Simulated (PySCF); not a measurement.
tetramethylammonium (C4H12N), SMILES [N+](C)(C)(C)C, charge +1. Atoms are numbered in the order given.

```xyz
17

C      0.8678     0.8678    -0.8678
N      0.0000     0.0000     0.0000
C     -0.8678     0.8678     0.8678
C     -0.8678    -0.8678    -0.8678
C      0.8678    -0.8678     0.8678
H      0.2265     1.4969    -1.4969
H      1.4969     0.2265    -1.4969
H      1.4969     1.4969    -0.2265
H     -1.4969     0.2265     1.4969
H     -1.4969     1.4969     0.2265
H     -0.2265     1.4969     1.4969
H     -1.4969    -0.2265    -1.4969
H     -0.2265    -1.4969    -1.4969
H     -1.4969    -1.4969    -0.2265
H      1.4969    -1.4969     0.2265
H      1.4969    -0.2265     1.4969
H      0.2265    -1.4969     1.4969
```
Charge +1, spin multiplicity 1.

The structure is a stationary point at B3LYP-D3(BJ)/def2-SVP.

Calculation: KT2/pcSseg-1 (PySCF).

GIAO shieldings, no solvent; atoms alike by connectivity are averaged. δ = σ(ref) − σ: ¹³C against TMS (σ = 185.1 ppm); ¹⁵N against NH3 (σ = 266.2 ppm); ¹H against TMS (σ = 31.47 ppm), references at their B3LYP-D3(BJ)/def2-TZVP geometries, non-relativistic.

Computed chemical shifts:
```tsv
nucleus	atoms	count	δ (ppm)
¹³C	C1, C3, C4, C5	4	60.5
¹⁵N	N2	1	82.9
¹H	H6, H7, H8, H9, H10, H11, H12, H13, H14, H15, H16, H17	12	3.41
```
